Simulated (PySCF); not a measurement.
# C: excitation energy

C [He] 2s2 2p2 (3P) → C [He] 2s1 2p3 (5S), as a difference of total energies. Computed with PySCF 2.14 in aug-cc-pVQZ, with no relativity, point nucleus. Correlated levels: valence: 1s2 frozen. The calculations carry no spin-orbit coupling.

```csv
method,excitation energy (eV),error (eV)
UHF,2.575,-1.604
MP2 (valence),3.766,-0.413
SCS-MP2 (valence),4.363,+0.184
CCSD (valence),4.089,-0.090
CCSD(T) (valence),4.144,-0.035
```

Reference: 4.179 eV (measured; NIST levels, between the centres of gravity of the two terms).

Errors of the correlated levels include the incompleteness of this basis and the frozen core.
